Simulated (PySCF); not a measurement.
A structure optimised at PBE-D3(BJ)/def2-SVP, used in a PySCF frequency run:

```
Si
H 1 1.4965
I 1 2.4587 2 108.12
I 1 2.4587 2 108.12 3 120.00
I 1 2.4587 2 108.12 3 -120.00
```

### Question
Write its SMILES, formula and point group.

### Answer
I[SiH](I)I, HI3Si, C3v

### Question
What are its rotational constants (standard atomic weights)?

### Answer
0.47692, 0.47692, 0.24309 GHz
